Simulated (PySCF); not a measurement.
CNO, SMILES [N]=C=O (connectivity only; charge and spin as stated), charge -1, multiplicity 1.

Geometry optimised at B3LYP-D3(BJ)/def2-TZVPD. The spin state was assumed, not searched. The isomer is the one that the SMILES or the coordinates give; other isomers of the formula were not compared.

These are HF/def2-TZVPD (PySCF) values and carry that method's errors.

Gas-phase values at a fixed geometry.

| Property | Result |
|---|---|
| total energy | -167.27902 hartree |
| point group | C∞v |
| highest occupied level | -4.30 eV |
| lowest empty level | 5.52 eV |
| orbital gap | 9.82 eV |
| dipole moment about the centre of nuclear charge | 1.48 D |
| mean static polarisability | 26.6 bohr³ (3.95 Å³) |
| polarisability, principal values | 21.2, 21.2, 37.5 bohr³ |
